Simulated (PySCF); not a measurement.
Si(CCH)2(F)(OH) (C₄H₃FOSi), SMILES C#C[Si](O)(F)C#C. Atoms are numbered in the order given.

```xyz
10

C     -0.4237     2.0808     1.9182
C     -0.3674     1.1381     1.1462
Si    -0.2545    -0.2349    -0.0319
O     -0.4367    -1.6392     0.8020
F     -1.4416    -0.0775    -1.1225
C      1.3147    -0.2087    -0.9567
C      2.3754    -0.2038    -1.5608
H     -0.4770     2.9092     2.6029
H     -0.1955    -2.4537     0.3446
H      3.3093    -0.1949    -2.0955
```
Charge 0, spin multiplicity 1.

Geometry optimised at r2SCAN-D4/def2-SVP. This is a generated structure with no PubChem entry under its InChIKey; it may be hypothetical. One conformer was computed; it need not be the lowest.

These are PySCF with PBE/pcSseg-1 values and carry that method's errors.

GIAO shieldings, no solvent; atoms listed in one row are averaged. δ = σ(ref) − σ: ¹³C against TMS (σ = 182.0 ppm); ²⁹Si against TMS (σ = 335.4 ppm); ¹⁷O against H2O (σ = 334.3 ppm); ¹⁹F against CFCl3 (σ = 133.6 ppm); ¹H against TMS (σ = 31.49 ppm), references at their B3LYP-D3(BJ)/def2-TZVP geometries, non-relativistic.

### Question
Estimate the chemical shifts. (Estimate from the structure and the level; the computed values follow.)

### Answer

```tsv
nucleus	atoms	count	δ (ppm)
¹³C	C1, C7	2	99.0
¹³C	C6	1	85.4
¹³C	C2	1	84.3
²⁹Si	Si3	1	-69.2
¹⁷O	O4	1	87.1
¹⁹F	F5	1	-147.5
¹H	H9	1	2.80
¹H	H8, H10	2	2.45
```
